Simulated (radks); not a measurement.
Method: non-relativistic Kohn-Sham, LB94 model potential, spin-polarised, spherical densities, point nucleus; open shells are filled with parallel spins first (spin-orbit coupling, left out, can overturn this in heavy ions); computed with a radial shooting solver on a logarithmic mesh with Libxc functionals. Response by self-consistent Sternheimer equations with the Hartree and adiabatic LDA kernel. For heavy and open-shell atoms this level of theory can miss by tens of per cent. Estimate the static dipole polarisabilities of Sb2+ ([Kr] 4d10 5s2 5p1) and Mo+ ([Kr] 4d5) and the C6 coefficients of the three pairs.

Answer. alpha = 15.20 and 18.16 bohr^3; C6 = 92.47 (Sb2+-Sb2+), 103.8 (Sb2+-Mo+), 116.9 (Mo+-Mo+) hartree bohr^6.
